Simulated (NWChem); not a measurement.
# C4H3FS; SMILES Fc1ccsc1

```xyz
9

F     -0.2575    -2.3164     0.0000
C     -0.0658    -1.0038     0.0000
C      1.2340    -0.4300     0.0000
C      1.1689     0.9371     0.0000
S     -0.4510     1.5052     0.0000
C     -1.0845    -0.0906     0.0000
H      2.1539    -1.0148     0.0000
H      1.9957     1.6461     0.0000
H     -2.1545    -0.2871     0.0000
```
Atoms are numbered in this order, from 1.

Structure relaxed at the PBE0/def2-SVP level.

Problem. Give the principal values of the shielding tensors (ppm) of F1, C2, C3, C4, S5 from B3LYP/IGLO-II, GIAO (NWChem), with their diamagnetic and paramagnetic parts as GIAO splits them.

Solution. 
```
atom    σ11    σ22    σ33  isotropic  diamagnetic  paramagnetic
----  -----  -----  -----  ---------  -----------  ------------
F1    206.0  309.9  420.6      312.2        475.9        -163.7
C2    -50.2   34.0   61.1       14.9        248.3        -233.3
C3    -15.0   46.6  149.5       60.4        252.8        -192.5
C4    -44.6   43.4  150.9       49.9        251.9        -202.0
S5    142.8  323.4  408.6      291.6       1056.9        -765.3
```
